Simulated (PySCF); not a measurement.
# A ladder for the ionisation energy of P²⁺

P²⁺ [Ne] 3s2 3p1 (2P) → P³⁺ [Ne] 3s2 (1S). Scalar values calculated with PySCF 2.14 in dyall-acv3z (spin-free X2C; valence: [Ne] frozen; valence and next inner shell: 1s2 frozen). The spin-orbit shift comes from two-component X2C-1e calculations (generalised Hartree-Fock, GHF, and MP2 on its spinors, GMP2) in x2c-QZVPPall-2c: GMP2 gives 29.903 eV without and 29.948 eV with screened spin-orbit coupling, a shift of 0.045 eV (GHF: 0.045 eV). Sums use unrounded values; where a UHF row is shifted, it takes the GHF shift.

| method | scalar (eV) | plus spin-orbit shift (eV) | error (eV) |
| --- | --- | --- | --- |
| UHF | 29.579 | 29.624 | -0.578 |
| LDA | 30.196 | 30.241 | 0.038 |
| PBE | 30.233 | 30.278 | 0.075 |
| PBE0 | 30.255 | 30.300 | 0.097 |
| r2SCAN | 30.362 | 30.407 | 0.204 |
| MN15 | 30.195 | 30.239 | 0.037 |
| BP86 | 30.324 | 30.369 | 0.166 |
| M06-2X | 29.994 | 30.039 | -0.164 |
| MP2 (valence) | 29.884 | 29.929 | -0.274 |
| SCS-MP2 (valence) | 29.874 | 29.919 | -0.284 |
| MP2 (valence and next inner shell) | 29.935 | 29.980 | -0.223 |
| SCS-MP2 (valence and next inner shell) | 29.918 | 29.962 | -0.240 |
| CCSD (valence) | 30.009 | 30.054 | -0.149 |
| CCSD(T) (valence) | 30.039 | 30.084 | -0.119 |

Reference: 30.203 eV (measured; NIST Atomic Spectra Database, ionization energies).

The errors of the correlated levels include the incompleteness of the basis and the frozen core, so a lower level can come closer by cancellation.
